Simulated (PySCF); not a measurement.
**Stretching GeS**

Set-up: Ge 6-31G(d,p), S 6-31G(d,p); no relativity (PySCF 2.14). Energies in eV from Ge + S in their ground configurations at the same level. State: ¹Σ⁺ (singlet), closed shell.

All columns are PBE0. A positive dipole means Ge(−)S(+).

```tsv
R (Å)	E (eV)	μ (D)	Mulliken charge on Ge (basis-dependent)	HOMO (eV)	LUMO (eV)	Mayer bond order	⟨S²⟩
1.743	-3.801	-0.71	-0.01	-7.66	-1.65	2.42	0.00
1.824	-4.748	-1.14	0.04	-7.80	-1.88	2.39	0.00
1.905	-5.268	-1.56	0.10	-7.90	-2.10	2.37	0.00
1.966	-5.451	-1.88	0.13	-7.95	-2.27	2.35	0.00
2.027	-5.500	-2.19	0.17	-7.95	-2.43	2.34	0.00
2.088	-5.446	-2.49	0.21	-7.77	-2.58	2.33	0.00
2.169	-5.255	-2.87	0.25	-7.56	-2.78	2.31	0.00
2.270	-4.885	-3.31	0.29	-7.33	-3.00	2.30	0.00
2.392	-4.327	-3.79	0.33	-7.08	-3.25	2.29	0.00
2.554	-3.502	-4.36	0.36	-6.81	-3.54	2.28	0.00
```

A fit through these points gives, at Re = 2.023 Å, μ = -2.17 D and dμ/dR = -5.00 D/Å; the reduced mass is 22.32 u.

How strong is the fundamental in the double-harmonic approximation, I = 42.26·(dμ/dR)²/μred km/mol?

I = 42.26·(-5.00)²/22.32 = 47.3 km/mol at PBE0.
